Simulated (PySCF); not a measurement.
C7H9N2 (doublet state).
Geometry (GFN2-xTB, Å), atoms numbered from 1 in this order:
```xyz
18
C7H9N2 angstrom
C     -2.6889    0.0569    0.6492
N     -1.3723    0.0968    0.0890
C     -1.0563   -0.2294   -1.1996
C      0.4199   -0.1718   -1.3767
C      0.8538    0.2986   -0.0142
C      2.2862    0.5008    0.3654
C      2.8832   -0.7970    0.5845
N      3.2935   -1.8530    0.7457
C     -0.2383    0.4103    0.7809
H     -2.8914   -0.9155    1.1125
H     -3.4275    0.2276   -0.1337
H     -2.7936    0.8308    1.4104
H     -1.7799   -0.6379   -1.8718
H      0.7305    0.5233   -2.1756
H      0.8641   -1.1473   -1.6438
H      2.8386    1.0127   -0.4305
H      2.3653    1.0827    1.2878
H     -0.2954    0.7178    1.8088
```

The hyperfine couplings belong to this conformer and change with its torsions.

Identity: `CN1[CH]CC(CC#N)=C1` [radical].

Level of theory: UKS B3LYP, pcH-1 on C H N, non-relativistic, mean-field spin-orbit, GIAO (PySCF). Geometry: GFN2-xTB, one conformer, isolated molecule. The geometry wasn't refined by DFT: couplings that depend on bond lengths, twists or pyramidal angles can differ widely from those at the functional's own minimum. Stability of the SCF solution: not tested.

Task: Predict the first-order ENDOR lines of N2, H14/H15, H13, H10/H11/H12, H16/H17 and H18 under fast tumbling at B = 1207.4 mT (Q band).

Result: For S = 1/2 in fast tumbling each set of equivalent nuclei gives two lines, ν± = |νn ± a/2| to first order, with νn = g_N μN B/h and μN/h = 7.62259 MHz/T.

```json
{"nuclei": "N2", "isotope": "14N", "g_N": "0.4038", "νn (MHz)": "3.72", "a_iso (MHz)": "2.61", "lower line (MHz)": "2.41", "upper line (MHz)": "5.02"}
{"nuclei": "H14/H15", "isotope": "1H", "g_N": "5.5857", "νn (MHz)": "51.41", "a_iso (MHz)": "167.30", "lower line (MHz)": "32.24", "upper line (MHz)": "135.06"}
{"nuclei": "H13", "isotope": "1H", "g_N": "5.5857", "νn (MHz)": "51.41", "a_iso (MHz)": "-46.83", "lower line (MHz)": "27.99", "upper line (MHz)": "74.82"}
{"nuclei": "H10/H11/H12", "isotope": "1H", "g_N": "5.5857", "νn (MHz)": "51.41", "a_iso (MHz)": "10.15", "lower line (MHz)": "46.33", "upper line (MHz)": "56.49"}
{"nuclei": "H16/H17", "isotope": "1H", "g_N": "5.5857", "νn (MHz)": "51.41", "a_iso (MHz)": "7.99", "lower line (MHz)": "47.41", "upper line (MHz)": "55.40"}
{"nuclei": "H18", "isotope": "1H", "g_N": "5.5857", "νn (MHz)": "51.41", "a_iso (MHz)": "1.65", "lower line (MHz)": "50.58", "upper line (MHz)": "52.23"}
```

Task: Which pairs are centred on the nuclear Larmor frequency, and which on half the coupling?

Result: Centred on νn, since |a| < 2νn: N2, H13, H10/H11/H12, H16/H17 and H18. Centred on |a|/2 and split by 2νn: H14/H15.

Class means assume fast exchange of nuclei equivalent by connectivity; if that motion is slow, each nucleus keeps its own coupling. The three 1H nuclei of mean +10.2 MHz run from 3.4 to 20.4 MHz in the frozen geometry. The 1H value of +8.0 MHz is a mean of couplings from 3.0 to 13.0 MHz in this one geometry, not an average over conformers.
